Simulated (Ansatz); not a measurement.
Reaction (formal exchange of groups at a C–Si bond): `O[SiH2]C[SiH2]O` + `CC` → `CCC[SiH2]O` + `O[SiH3]`

Computed with Ansatz on PBE0-D4/def2-TZVP structures; ΔE is electronic, products minus reactants. CCSD(T)/CBS is the MP2 limit (def2-TZVPP, def2-QZVPP) plus CCSD(T) − MP2 in def2-TZVPP, frozen cores. This one scheme is used for every species. DFT in def2-TZVPP. B3LYP here is the variant with VWN-RPA as its local correlation; programs differ in this. One conformer a species, not always the lowest.

```
             level  ΔE (kJ/mol)  difference from CCSD(T)/CBS
            PBE-D4         81.0                          2.3
         r2SCAN-D4         84.5                          5.8
           PBE0-D4         81.5                          2.8
          B3LYP-D4         80.3                          1.6
           ωB97X-V         77.7                         -1.0
           ωB97M-V         81.4                          2.7
            B2PLYP         79.3                          0.6
               PBE         80.0                          1.3
            r2SCAN         84.5                          5.8
              PBE0         80.7                          2.0
             B3LYP         78.4                         -0.3
     HF/def2-TZVPP         72.5                         -6.2
    MP2/def2-TZVPP         79.7                          1.0
SCS-MP2/def2-TZVPP         75.4                         -3.3
   CCSD/def2-TZVPP         76.7                         -2.0
CCSD(T)/def2-TZVPP         77.7                         -1.0
     HF/def2-QZVPP         72.1                         -6.6
    MP2/def2-QZVPP         80.2                          1.5
SCS-MP2/def2-QZVPP         76.0                         -2.7
      HF/CBS(def2)         72.0                         -6.7
     MP2/CBS(def2)         80.8                          2.1
    CCSD/CBS(def2)         77.7                         -1.0
       CCSD(T)/CBS         78.7                            0
```

Largest T1 diagnostic among the species: 0.011.

In def2-TZVPP, CCSD(T) changes the Hartree–Fock value by +5.2 kJ/mol (the triples alone add +1.0 kJ/mol) and MP2 by +7.2 kJ/mol.
